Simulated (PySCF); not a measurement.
C6H14OSi.
Numbering: `[CH3:1][O:2][C@@H:3]1[CH2:4][CH2:5][C@@H:6]([CH3:7])[SiH2:8]1` (hydrogens: H9, H10, H11 on C1; H12 on C3; H13, H14 on C4; H15, H16 on C5; H17 on C6; H18, H19, H20 on C7; H21, H22 on Si8)

The same species was optimised twice, with GFN2-xTB and with PBE0-D3(BJ)/def2-SVP (PySCF), and the same property calculations (PySCF, gas phase) were run on both structures.

```csv
coordinate,GFN2-xTB,PBE0-D3(BJ)/def2-SVP,change
O2–C3 (Å),1.417,1.403,-0.014
C6–Si8 (Å),1.917,1.904,-0.013
C1–O2 (Å),1.404,1.395,-0.009
C5–C6 (Å),1.535,1.540,+0.005
C4–C5 (Å),1.525,1.528,+0.003
C3–C4 (Å),1.537,1.540,+0.003
C6–C7 (Å),1.524,1.522,-0.002
C3–Si8 (Å),1.918,1.917,-0.001
O2–C3–Si8 (°),108.7,112.0,+3.3
C3–Si8–C6 (°),93.6,95.7,+2.1
C5–C6–C7 (°),111.9,114.0,+2.1
C5–C6–Si8 (°),103.8,102.0,-1.8
C4–C3–Si8 (°),104.6,103.0,-1.6
C7–C6–Si8 (°),116.1,117.7,+1.6
O2–C3–C4 (°),114.1,115.2,+1.1
C4–C5–C6 (°),108.9,109.6,+0.7
C1–O2–C3–C4 (°),-70,-70,0
```

Rotational constants: A = 3636, B = 1023, C = 849.5 MHz (GFN2-xTB) against A = 3705, B = 1002, C = 838.3 MHz (PBE0-D3(BJ)/def2-SVP). Point groups within 0.08 Å: C1 and C1. Atoms that the bonding makes alike are paired by their places after alignment.

On the GFN2-xTB structure: HOMO (eV) -7.11 [PBE0/pcSseg-1]; LUMO (eV) 0.78 [PBE0/pcSseg-1]; dipole (D) 1.39 [PBE0/pcSseg-1]; GIAO shielding of C1 (ppm) 125.3 [PBE0/pcSseg-1]; GIAO shielding of O2 (ppm) 301.6 [PBE0/pcSseg-1]; GIAO shielding of C3 (ppm) 107.3 [PBE0/pcSseg-1]; GIAO shielding of C4 (ppm) 150.0 [PBE0/pcSseg-1]; GIAO shielding of C5 (ppm) 149.0 [PBE0/pcSseg-1]; GIAO shielding of C6 (ppm) 164.7 [PBE0/pcSseg-1]; GIAO shielding of C7 (ppm) 166.9 [PBE0/pcSseg-1]; GIAO shielding of Si8 (ppm) 372.8 [PBE0/pcSseg-1].

What do these properties become on the PBE0-D3(BJ)/def2-SVP structure?

```tsv
property	level	on GFN2-xTB	on PBE0-D3(BJ)/def2-SVP	change
HOMO (eV)	PBE0/pcSseg-1	-7.11	-7.19	-0.08
LUMO (eV)	PBE0/pcSseg-1	0.78	0.83	+0.05
dipole (D)	PBE0/pcSseg-1	1.39	1.57	+0.18
energy, GFN2-xTB geometry as zero (kcal/mol)	PBE0/pcSseg-1	0.0	-1.3	-1.3
GIAO shielding of C1 (ppm)	PBE0/pcSseg-1	125.3	125.0	-0.3
GIAO shielding of O2 (ppm)	PBE0/pcSseg-1	301.6	307.0	+5.4
GIAO shielding of C3 (ppm)	PBE0/pcSseg-1	107.3	109.7	+2.4
GIAO shielding of C4 (ppm)	PBE0/pcSseg-1	150.0	149.8	-0.2
GIAO shielding of C5 (ppm)	PBE0/pcSseg-1	149.0	149.0	0.0
GIAO shielding of C6 (ppm)	PBE0/pcSseg-1	164.7	165.0	+0.3
GIAO shielding of C7 (ppm)	PBE0/pcSseg-1	166.9	166.2	-0.7
GIAO shielding of Si8 (ppm)	PBE0/pcSseg-1	372.8	372.6	-0.2
```

The heavy atoms differ by 0.036 Å rms after alignment. Among bonds between heavy atoms O2–C3 and C6–Si8 change most and about equally (-0.014 to -0.013 Å). Changes are differences of the printed values. Neither structure is proved a minimum here.
